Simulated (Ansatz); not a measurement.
A single point on `C#CC[TeH]`.

```yaml
crystal:
  periodic: [false, false, false]
  atoms:
    - {symbol: C, position_ang: [-0.931171, 1.641936, -1.041532]}
    - {symbol: C, position_ang: [-0.250365, 0.858542, -0.437252]}
    - {symbol: C, position_ang: [0.535841, -0.106699, 0.281721]}
    - {symbol: Te, position_ang: [-0.576647, -1.968807, 0.397187]}
    - {symbol: H, position_ang: [-1.524722, 2.345478, -1.575508]}
    - {symbol: H, position_ang: [1.474693, -0.317263, -0.228757]}
    - {symbol: H, position_ang: [0.734627, 0.219809, 1.301642]}
    - {symbol: H, position_ang: [0.629944, -2.729996, 1.246698]}
basis:
  gaussian: {orbitals: def2-QZVPP}
correlation: {method: mp2}
```

```sh
$ ansatz run in.yaml --threads 2 --pin off --events-out ev --progress --plain --max-ram 4352MiB
```

Output, abridged:

```
Functional definition: HF
2251 factors; integrals over basis functions are off by at most 6.9e-4 eV
mean field evaluation 1: about -10416.5380 eV, gradient 3.0e1 eV
mean field evaluation 2: about -10416.6851 eV, gradient 3.0e1 eV
mean field evaluation 4: about -10419.3195 eV, gradient 4.3e0 eV
mean field evaluation 8: about -10419.3678 eV, gradient 3.5e-1 eV
mean field -10419.36824732 eV, -382.9047205874 hartree, gradient 1.9e-6 eV, S^2 0.000000; 0 other end points of the search recorded, 0 dependent functions left out
7 core orbitals not correlated: weight in the atoms' cores, before any rotation towards them, 1.000 or more for the frozen orbitals, at most 0.000 for the correlated occupied ones
reference -10419.36824732 eV, -382.9047205874 hartree; 16, 16 occupied and 350, 350 virtual orbitals, 2251 factors
second order -30.76699098 eV of doubles, -0.00000000 eV of singles
Total energy: -10450.13523829 eV, -384.0353866512 hartree
```

Run time 17 s (2 threads of an Arm Neoverse V2 on a shared host); peak host memory 1.6 GiB.
